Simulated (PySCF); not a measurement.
Bonds (- single, = double, # triple, : aromatic): F1-C2, C2-C3, C3-C4, C4-C5, C5-C6, C6-C7, C7-C8, C8-C9, C9-F10, C9-C2, C9-C4. C2 carries H11; C3 carries H12, H13; C4 carries H14; C5 carries H15, H16; C6 carries H17, H18; C7 carries H19, H20; C8 carries H21, H22. Stereochemistry as in F[C@@H]1C[C@@H]2CCCC[C@@]21F. H16, H17, H20, H22 are cis to C3 on the ring; H13 is cis to F1 on the ring; H15, H18, H19, H21 are trans to C3 on the ring; H12 is trans to F1 on the ring.

Computational details: GFN2-xTB geometry, σ from GIAO-PBE0/pcSseg-1, in PySCF (one conformer, no relativistic terms, no solvent).

List the cross peaks expected in HSQC, COSY and HMBC spectra.

Results:



HSQC (one-bond C–H):
```tsv
δH	δC
5.07 (H11)	93.5 (C2)
2.14 (H12)	25.4 (C3)
2.09 (H14)	32.4 (C4)
2.03 (H21)	29.9 (C8)
2.00 (H22)	29.9 (C8)
1.67 (H18)	23.7 (C6)
1.65 (H20)	23.7 (C7)
1.62 (H15)	26.6 (C5)
1.53 (H16)	26.6 (C5)
1.37 (H13)	25.4 (C3)
1.32 (H19)	23.7 (C7)
1.13 (H17)	23.7 (C6)
```

COSY cross peaks (H two or three bonds apart, from the bond graph; peaks can be absent where the dihedral angle is near 90°):
```tsv
δH	δH
5.07 (H11)	2.14 (H12)
5.07 (H11)	1.37 (H13)
2.14 (H12)	2.09 (H14)
2.14 (H12)	1.37 (H13)
2.09 (H14)	1.62 (H15)
2.09 (H14)	1.53 (H16)
2.09 (H14)	1.37 (H13)
2.03 (H21)	2.00 (H22)
2.03 (H21)	1.65 (H20)
2.03 (H21)	1.32 (H19)
2.00 (H22)	1.65 (H20)
2.00 (H22)	1.32 (H19)
1.67 (H18)	1.65 (H20)
1.67 (H18)	1.62 (H15)
1.67 (H18)	1.53 (H16)
1.67 (H18)	1.32 (H19)
1.67 (H18)	1.13 (H17)
1.65 (H20)	1.32 (H19)
1.65 (H20)	1.13 (H17)
1.62 (H15)	1.53 (H16)
1.62 (H15)	1.13 (H17)
1.53 (H16)	1.13 (H17)
1.32 (H19)	1.13 (H17)
```

HMBC (two and three bonds, from the bond graph):
```tsv
δH	δC
5.07 (H11)	98.0 (C9), 32.4 (C4), 29.9 (C8), 25.4 (C3)
2.14 (H12)	98.0 (C9), 93.5 (C2), 32.4 (C4), 26.6 (C5)
2.09 (H14)	98.0 (C9), 93.5 (C2), 29.9 (C8), 26.6 (C5), 25.4 (C3), 23.7 (C6)
2.03 (H21)	98.0 (C9), 93.5 (C2), 32.4 (C4), 23.7 (C7), 23.7 (C6)
2.00 (H22)	98.0 (C9), 93.5 (C2), 32.4 (C4), 23.7 (C7), 23.7 (C6)
1.67 (H18)	32.4 (C4), 29.9 (C8), 26.6 (C5), 23.7 (C7)
1.65 (H20)	98.0 (C9), 29.9 (C8), 26.6 (C5), 23.7 (C6)
1.62 (H15)	98.0 (C9), 32.4 (C4), 25.4 (C3), 23.7 (C7), 23.7 (C6)
1.53 (H16)	98.0 (C9), 32.4 (C4), 25.4 (C3), 23.7 (C7), 23.7 (C6)
1.37 (H13)	98.0 (C9), 93.5 (C2), 32.4 (C4), 26.6 (C5)
1.32 (H19)	98.0 (C9), 29.9 (C8), 26.6 (C5), 23.7 (C6)
1.13 (H17)	32.4 (C4), 29.9 (C8), 26.6 (C5), 23.7 (C7)
```

References, each an isolated molecule treated in the same way: TMS for 1H (σref 31.72), 13C (σref 186.93).

Short H···H contacts in this conformer between protons four or more bonds apart (candidates for NOE cross peaks, intensity ∝ r⁻⁶): H17···H22 2.47 Å, H13···H17 2.48 Å, H15···H19 2.51 Å, H13···H22 2.75 Å.

Shifts are as computed. Against solution values, carbons near 30 ppm lie about +3 ppm off and those near 130 ppm about +5 ppm. Of 1211 compounds with measured shifts, 218 miss one by over three times the rms of a fit or turn the order of signals round; such compounds aren't used in these exercises.
